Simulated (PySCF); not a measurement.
Compound: C₉H₁₁N.
Geometry (PBE0-D3(BJ)/def2-SVP, Å), atoms numbered from 1 in this order:
```
atom  x, y, z in Å
C1    -2.3747    2.2222   -0.1515
C2    -1.7042    1.2224   -0.0306
C3    -0.9738   -0.0417    0.1363
C4    -1.5215   -1.0558   -0.8791
C5    -1.1838   -0.5394    1.5743
N6     0.4591    0.1731   -0.1058
C7     1.4071   -0.8168   -0.0377
C8     2.6366   -0.2603   -0.3175
C9     2.4240    1.1215   -0.5644
C10    1.0725    1.3555   -0.4261
H11   -2.9600    3.1166   -0.2608
H12   -1.0209   -2.0268   -0.7572
H13   -1.3484   -0.6974   -1.9030
H14   -2.6009   -1.1971   -0.7292
H15   -0.7717    0.1855    2.2895
H16   -0.6780   -1.5043    1.7211
H17   -2.2556   -0.6706    1.7781
H18    1.1411   -1.8431    0.2037
H19    3.5844   -0.7949   -0.3409
H20    3.1748    1.8680   -0.8163
H21    0.4929    2.2685   -0.5289
```

All values: PBE0/pcSseg-1 (PySCF, non-relativistic), on one gas-phase PBE0-D3(BJ)/def2-SVP geometry that isn't relaxed in the solvent. The solvent is an IEF-PCM continuum (cavity from Bondi-type radii × 1.2). Only the electrostatic response of the medium enters.

Gas phase at PBE0/pcSseg-1: HOMO -5.99 eV, LUMO 0.65 eV, dipole 2.32 D.

Question: What does the continuum do to the energy, the frontier levels and the dipole at PBE0/pcSseg-1 in benzene and chloroform?

Answer: 
| solvent | ε | E(solvent) − E(gas) (kJ/mol) | polarisation term (kJ/mol) | distortion of the solute (kJ/mol) | HOMO (eV) | LUMO (eV) | dipole (D) |
| --- | --- | --- | --- | --- | --- | --- | --- |
| benzene | 2.271 | -11.31 | -11.93 | 0.62 | -6.10 | 0.70 | 2.66 |
| chloroform | 4.711 | -18.37 | -20.06 | 1.69 | -6.18 | 0.71 | 2.86 |

The first energy column is the sum of the next two and covers electrostatics alone. From benzene to chloroform the lowering changes by a factor 1.62, Onsager's factor (ε − 1)/(2ε + 1) by 1.55 and ε itself by 2.1.

Question: Which radius a makes the point-dipole formula ΔE = −[(ε − 1)/(2ε + 1)]·μ²/a³ give the value in chloroform, with the gas-phase dipole?

Answer: μ = 0.914 au and |ΔE| = 0.00700 Eh give a = 1.85 Å; the farthest nucleus lies 4.14 Å from the centroid of the nuclei, so such a sphere wouldn't even hold the nuclei. The formula assumes a rigid point dipole at the centre of a sphere.

Question: Give the dipole vector in the frame of the coordinates (D, pointing from negative to positive charge), gas and chloroform.

Answer: Gas (-2.21, -0.57, 0.42), solvent (-2.68, -0.85, 0.54). Its length changes by +23 % and its direction by 3°.

Question: Which Hirshfeld charges (PBE0/pcSseg-1) respond most in benzene (means over atoms taken as equivalent)?

Answer: 
```
   atoms                          environment  gas (e)  solvent (e)  change
   C8/C9                   aromatic CH carbon   -0.104       -0.111  -0.007
     H11                      alkyne hydrogen   +0.099       +0.105  +0.006
      C2                        alkyne carbon   -0.025       -0.029  -0.004
 H18/H21                    aromatic hydrogen   +0.046       +0.049  +0.003
  C7/C10  aromatic CH next to a ring nitrogen   -0.042       -0.043  -0.001
      C1               terminal alkyne carbon   -0.100       -0.101  -0.001
H12 (×6)                      methyl hydrogen   +0.045       +0.047  +0.002
 H19/H20                    aromatic hydrogen   +0.046       +0.046   0.000
      N6                pyrrole-type nitrogen   -0.004       -0.004   0.000
      C3         sp3 carbon bound to nitrogen   +0.092       +0.092   0.000
   C4/C5                        methyl carbon   -0.114       -0.114   0.000
```

Question: Which Mayer bond orders change most in benzene?

Answer: 
| bond | length (Å) | gas | solvent | change |
| --- | --- | --- | --- | --- |
| C1–C2 | 1.210 | 2.510 | 2.495 | -0.015 |
| C3–N6 | 1.469 | 0.826 | 0.819 | -0.007 |
| C1–H11 | 1.074 | 1.144 | 1.149 | +0.005 |
| N6–C7 | 1.372 | 1.131 | 1.136 | +0.005 |
| C2–C3 | 1.469 | 0.920 | 0.916 | -0.004 |
| C7–C8 | 1.378 | 1.512 | 1.508 | -0.004 |
| C8–C9 | 1.420 | 1.359 | 1.355 | -0.004 |
| C9–C10 | 1.379 | 1.490 | 1.487 | -0.003 |

Question: How do the nuclear quadrupole coupling constants eQVzz/h respond in benzene?

Answer: 
```json
{"nucleus": "14N at N6", "Q (barn)": "0.02044", "gas (MHz)": "-3.28", "solvent (MHz)": "-3.19", "η gas": "0.31", "η solvent": "0.29"}
```
